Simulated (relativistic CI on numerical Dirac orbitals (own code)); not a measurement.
Cr²⁺ in a cubic cluster: 1s photoemission with charge transfer

Computed with a charge-transfer multiplet model of a cubic metal-ligand cluster with up to 2 ligand holes, Slater and spin-orbit integrals from Dirac-Coulomb-Breit ions, Slater integrals scaled by 0.8. The ground state mixes d4 with configurations of k ligand holes L, whose averages lie at kΔ + k(k − 1)U_dd/2; a core hole lowers each added d electron by U_cd. 300 K, Lorentzian 1.1 eV and Gaussian 0.6 eV FWHM.

Atomic integrals in eV (Slater integrals scaled, ζ unscaled), ground: F2dd 7.675, F4dd 4.768, zeta_d 0.027; with the core hole: F2dd 9.148, F4dd 5.723, zeta_d 0.045, G2cd 0.043.

Cluster parameters (eV): U_dd = 5.6, U_cd = 6.2, 10Dq = 0.95, 10Dq(ligand) = 1.4, V(eg) = 1.6, V(t2g) = -0.84, final-state hopping factor = 0.9.

```
      Case   n_d    d4   d5L  d6L2     S
Δ = 3.6 eV  4.40  0.62  0.36  0.02  2.00
Δ = 4.6 eV  4.30  0.71  0.28  0.01  2.00
Δ = 5.6 eV  4.23  0.78  0.22  0.01  2.00
```

Weights, n_d and S are thermal averages at 300 K. Binding energies count from the first peak over 30 % of the highest in each spectrum, which can be another peak from case to case. The parameters are a model scan and need not match a compound or its usual spin state. Peaks in eV (height, largest 100):
- Δ = 3.6 eV: 0.0 (100), 3.3 (27), 6.9 (36)
- Δ = 4.6 eV: 0.0 (100), 3.3 (38), 6.8 (37)
- Δ = 5.6 eV: 0.0 (100), 3.1 (47), 6.6 (27)

Curve for Δ = 5.6 eV (points under 2 left out, the grid thinned):

| E (eV) | Intensity |
| --- | --- |
| -3.1 | 4.2 |
| -2.8 | 5.0 |
| -2.5 | 6.2 |
| -2.2 | 7.9 |
| -1.9 | 10.3 |
| -1.6 | 14.2 |
| -1.3 | 20.7 |
| -1.0 | 32.1 |
| -0.7 | 52.0 |
| -0.4 | 79.6 |
| -0.1 | 99.2 |
| 0.2 | 91.8 |
| 0.5 | 65.6 |
| 0.8 | 42.1 |
| 1.1 | 28.1 |
| 1.4 | 21.1 |
| 1.7 | 18.4 |
| 2.0 | 19.0 |
| 2.3 | 23.2 |
| 2.6 | 32.1 |
| 2.9 | 42.8 |
| 3.2 | 46.5 |
| 3.5 | 38.8 |
| 3.8 | 27.5 |
| 4.1 | 19.9 |
| 4.4 | 16.4 |
| 4.7 | 15.5 |
| 5.0 | 15.7 |
| 5.3 | 17.0 |
| 5.6 | 19.7 |
| 5.9 | 22.7 |
| 6.2 | 25.1 |
| 6.5 | 26.8 |
| 6.8 | 25.5 |
| 7.1 | 19.9 |
| 7.4 | 13.4 |
| 7.7 | 8.9 |
| 8.0 | 6.3 |
| 8.3 | 4.7 |
| 8.6 | 3.7 |
| 8.9 | 3.0 |
| 9.2 | 2.6 |
| 9.5 | 2.4 |
| 9.8 | 2.2 |
| 10.1 | 2.0 |

For the case Δ = 4.6 eV, Δ = 4.6 eV is smaller than U_dd = 5.6 eV, the charge-transfer side of the Zaanen-Sawatzky-Allen scheme. With the core hole the configuration with one ligand hole lies at Δ − U_cd = -2.6, -1.6, -0.6 eV from the one without, in the order of the table; where this is negative the screened configuration lies lower, though the effective hopping of about 2.7 eV (from the holes of the mixed ground state) mixes the two strongly wherever it is as large as the gap.
